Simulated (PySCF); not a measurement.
CH3BrFIn. Atoms are numbered in the order given.

```xyz
7

In    -0.0428     0.6653     0.0000
F     -1.9278     1.2031     0.0000
Br     0.1407    -1.8047     0.0000
C      1.5283     2.1104     0.0000
H      2.4991     1.5997     0.0000
H      1.4264     2.7366    -0.8968
H      1.4264     2.7366     0.8968
```

The structure is a stationary point at PBE0-D3(BJ)/def2-SVP. The def2 effective core potentials stand for the cores of In; spin–orbit coupling is left out.

The numbers are results of PySCF with CAM-B3LYP/def2-TZVP, not measurements.

ESP charges are fitted to the potential on shells at 1.4 to 2.0 van der Waals radii. Atomic charges (e):

| atom | Mulliken | ESP fit | Löwdin |
|---|---|---|---|
| In1 | 0.93 | 0.93 | 0.26 |
| F2 | -0.49 | -0.47 | -0.27 |
| Br3 | -0.34 | -0.32 | 0.09 |
| C4 | -0.57 | -0.72 | -0.50 |
| H5 | 0.16 | 0.15 | 0.14 |
| H6 | 0.16 | 0.21 | 0.14 |
| H7 | 0.16 | 0.21 | 0.14 |
